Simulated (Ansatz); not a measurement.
Reaction (ligand exchange at the Sn–C bond): `[CH3][SnH2]/[CH]=C\F` + CH₃SH → `C[S][SnH2][CH3]` + `C=CF`

Calculated with Ansatz (gas phase, PBE0-D4/def2-TZVP geometries, no zero-point term in ΔE). CCSD(T)/CBS is the MP2 limit (def2-TZVPP, def2-QZVPP) plus CCSD(T) − MP2 in def2-TZVPP, frozen cores. This one scheme is used for every species. def2 core potentials past Kr. For Sn outer-core shells are correlated without core-valence functions, which leaves a few kJ/mol of doubt a bond. Each species was taken in one conformer, which may not be the lowest.

`[CH3][SnH2]/[CH]=C\F`:

Cartesian coordinates in Å:
```
C 0.539 0.824 1.686
Sn 0.631 -0.881 0.403
C -0.096 -0.365 -1.532
C -1.269 0.202 -1.721
F -2.096 0.483 -0.698
H 0.911 0.572 2.679
H 1.145 1.630 1.271
H -0.495 1.159 1.763
H -0.303 -2.165 1.039
H 2.246 -1.410 0.200
H 0.495 -0.552 -2.422
H -1.709 0.503 -2.667
```

CH₃SH:

Z-matrix (Å, degrees):
```
C
S 1 1.806
H 1 1.089 2 111.5
H 1 1.089 2 111.5 3 -123.8
H 1 1.090 2 106.2 3 118.1
H 2 1.342 1 97.1 3 61.9
```

`C[S][SnH2][CH3]`:

Cartesian coordinates in Å:
```
C -0.313 0.893 -1.956
S 1.347 0.743 -1.233
Sn 0.749 0.377 1.063
C -0.319 -1.468 1.232
H -0.880 -0.034 -1.860
H -0.872 1.716 -1.509
H -0.175 1.104 -3.016
H -0.243 1.681 1.565
H 2.218 0.349 1.932
H 0.299 -2.282 0.853
H -1.241 -1.418 0.653
H -0.569 -1.661 2.277
```

`C=CF`:

Z-matrix (Å, degrees):
```
C
C 1 1.316
H 1 1.081 2 119.2
H 1 1.082 2 121.6 3 -180.0
F 2 1.336 1 122.3 3 180.0
H 2 1.084 1 125.7 3 0.0
```

```csv
species,CCSD(T)/CBS(def2) energy (Eh)
`[CH3][SnH2]/[CH]=C\F`,-432.14536
CH₃SH,-438.22835
`C[S][SnH2][CH3]`,-692.73453
`C=CF`,-177.66469
```

Task: Work out ΔE.

Result: ΔE = (-692.73453) + (-177.66469) − (-432.14536) − (-438.22835) = -0.02551 Eh = -67.0 kJ/mol.

Largest T1 diagnostic among the species: 0.012.

In def2-TZVPP, CCSD(T) changes the Hartree–Fock value by +10.2 kJ/mol (the triples alone add +0.3 kJ/mol) and MP2 by +7.9 kJ/mol.
